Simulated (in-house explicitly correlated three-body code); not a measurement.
Computed with an exponentially correlated three-body code. Model: two electrons around a point charge, non-relativistic, variational in 260 exponentially correlated functions (energies converged to about 1e-7 hartree, or 1e-8 relative for large Z).

Command:
```bash
python run_hyl.py task.json out
```
Settings (lengths in bohr, energies in hartree):
```
Z                      10
nuclear_mass           36433.99
interaction_strength   1
functions              260
states_tried           13
```

Cost of the run: 32 s on 1 thread of Arm Neoverse V2, with other jobs on the host.

**Those bound S and P states to n = 4 that converged, binding against the one-electron ion.**

Given: nuclear charge 10; mass of the centre 36434 electron masses.

Computed: one-electron threshold -49.9986277 hartree.

```csv
term,energy (hartree),binding (eV)
1 1S,-93.9041957,1194.7
2 3S,?,?
2 3P,-60.3160089,280.75
2 1S,-60.2936816,280.14
2 1P,-60.0538589,273.62
3 3S,-54.6494073,126.55
3 3P,-54.5533811,123.94
3 1S,-54.5507514,123.87
3 1P,-54.4811777,121.98
4 3S,-52.5920396,70.57
4 3P,-52.5526404,69.498
4 1S,?,?
4 1P,-52.5229699,68.691
```

What belongs in the row 2 3S?

energy (hartree): -60.6669789; binding (eV): 290.3.

What belongs in the row 4 1S?

energy (hartree): -52.552076; binding (eV): 69.483.

**Converged states only, values per electron or pair.**

```json
{"term": "1 1S", "mean r (bohr)": "0.15587", "mean r squared (bohr²)": "0.032558", "mean inverse r (1/bohr)": "9.6873", "mean r12 (bohr)": "0.2295", "mean inverse r12 (1/bohr)": "5.9371", "mean cosine": "-0.013274", "mean p1 dot p2 (bohr⁻²)": "1.216", "delta r1 (bohr⁻³)": "297.6", "delta r12 (bohr⁻³)": "32.622"}
{"term": "2 3S", "mean r (bohr)": "0.39277", "mean r squared (bohr²)": "0.25029", "mean inverse r (1/bohr)": "6.1558", "mean r12 (bohr)": "0.66063", "mean inverse r12 (1/bohr)": "1.7828", "mean cosine": "-0.004481", "mean p1 dot p2 (bohr⁻²)": "0.092907", "delta r1 (bohr⁻³)": "175.77", "delta r12 (bohr⁻³)": "-"}
{"term": "2 3P", "mean r (bohr)": "0.34679", "mean r squared (bohr²)": "0.19247", "mean inverse r (1/bohr)": "6.1369", "mean r12 (bohr)": "0.57894", "mean inverse r12 (1/bohr)": "2.1058", "mean cosine": "-0.072791", "mean p1 dot p2 (bohr⁻²)": "-6.4003", "delta r1 (bohr⁻³)": "157.97", "delta r12 (bohr⁻³)": "-"}
{"term": "2 1S", "mean r (bohr)": "0.4029", "mean r squared (bohr²)": "0.26585", "mean inverse r (1/bohr)": "6.134", "mean r12 (bohr)": "0.67339", "mean inverse r12 (1/bohr)": "2.0919", "mean cosine": "-0.0069783", "mean p1 dot p2 (bohr⁻²)": "0.10657", "delta r1 (bohr⁻³)": "174.87", "delta r12 (bohr⁻³)": "5.7341"}
{"term": "2 1P", "mean r (bohr)": "0.35485", "mean r squared (bohr²)": "0.20292", "mean inverse r (1/bohr)": "6.12", "mean r12 (bohr)": "0.57236", "mean inverse r12 (1/bohr)": "2.2926", "mean cosine": "0.05311", "mean p1 dot p2 (bohr⁻²)": "6.1745", "delta r1 (bohr⁻³)": "159.41", "delta r12 (bohr⁻³)": "1.5684"}
{"term": "3 3S", "mean r (bohr)": "0.80154", "mean r squared (bohr²)": "1.2136", "mean inverse r (1/bohr)": "5.5085", "mean r12 (bohr)": "1.4637", "mean inverse r12 (1/bohr)": "0.87183", "mean cosine": "-0.0015022", "mean p1 dot p2 (bohr⁻²)": "0.02728", "delta r1 (bohr⁻³)": "163.95", "delta r12 (bohr⁻³)": "-"}
{"term": "3 3P", "mean r (bohr)": "0.76063", "mean r squared (bohr²)": "1.0983", "mean inverse r (1/bohr)": "5.5032", "mean r12 (bohr)": "1.3841", "mean inverse r12 (1/bohr)": "0.95808", "mean cosine": "-0.017469", "mean p1 dot p2 (bohr⁻²)": "-1.4875", "delta r1 (bohr⁻³)": "158.85", "delta r12 (bohr⁻³)": "-"}
{"term": "3 1S", "mean r (bohr)": "0.8163", "mean r squared (bohr²)": "1.2636", "mean inverse r (1/bohr)": "5.5028", "mean r12 (bohr)": "1.4914", "mean inverse r12 (1/bohr)": "0.95389", "mean cosine": "-0.0022342", "mean p1 dot p2 (bohr⁻²)": "0.033698", "delta r1 (bohr⁻³)": "163.75", "delta r12 (bohr⁻³)": "1.6679"}
{"term": "3 1P", "mean r (bohr)": "0.77205", "mean r squared (bohr²)": "1.1347", "mean inverse r (1/bohr)": "5.4987", "mean r12 (bohr)": "1.402", "mean inverse r12 (1/bohr)": "1.0121", "mean cosine": "0.012744", "mean p1 dot p2 (bohr⁻²)": "1.5341", "delta r1 (bohr⁻³)": "159.17", "delta r12 (bohr⁻³)": "0.50635"}
{"term": "4 3S", "mean r (bohr)": "?", "mean r squared (bohr²)": "?", "mean inverse r (1/bohr)": "?", "mean r12 (bohr)": "?", "mean inverse r12 (1/bohr)": "?", "mean cosine": "?", "mean p1 dot p2 (bohr⁻²)": "?", "delta r1 (bohr⁻³)": "?", "delta r12 (bohr⁻³)": "-"}
{"term": "4 3P", "mean r (bohr)": "1.3411", "mean r squared (bohr²)": "3.6513", "mean inverse r (1/bohr)": "5.2825", "mean r12 (bohr)": "2.5388", "mean inverse r12 (1/bohr)": "0.54498", "mean cosine": "-0.006879", "mean p1 dot p2 (bohr⁻²)": "-0.57893", "delta r1 (bohr⁻³)": "159.03", "delta r12 (bohr⁻³)": "-"}
{"term": "4 1S", "mean r (bohr)": "?", "mean r squared (bohr²)": "?", "mean inverse r (1/bohr)": "?", "mean r12 (bohr)": "?", "mean inverse r12 (1/bohr)": "?", "mean cosine": "?", "mean p1 dot p2 (bohr⁻²)": "?", "delta r1 (bohr⁻³)": "?", "delta r12 (bohr⁻³)": "?"}
{"term": "4 1P", "mean r (bohr)": "1.3562", "mean r squared (bohr²)": "3.7388", "mean inverse r (1/bohr)": "5.2807", "mean r12 (bohr)": "2.5671", "mean inverse r12 (1/bohr)": "0.56749", "mean cosine": "0.0049986", "mean p1 dot p2 (bohr⁻²)": "0.60972", "delta r1 (bohr⁻³)": "159.15", "delta r12 (bohr⁻³)": "0.21908"}
```

What belongs in the row 4 3S?

mean r (bohr): 1.377; mean r squared (bohr²): 3.8286; mean inverse r (1/bohr): 5.2847; mean r12 (bohr): 2.6098; mean inverse r12 (1/bohr): 0.50996; mean cosine: -0.00065391; mean p1 dot p2 (bohr⁻²): 0.01141; delta r1 (bohr⁻³): 161.14.

What belongs in the row 4 1S?

mean r (bohr): 1.3966; mean r squared (bohr²): 3.9457; mean inverse r (1/bohr): 5.2824; mean r12 (bohr): 2.6484; mean inverse r12 (1/bohr): 0.54313; mean cosine: -0.00096341; mean p1 dot p2 (bohr⁻²): 0.014492; delta r1 (bohr⁻³): 161.08; delta r12 (bohr⁻³): 0.69715.
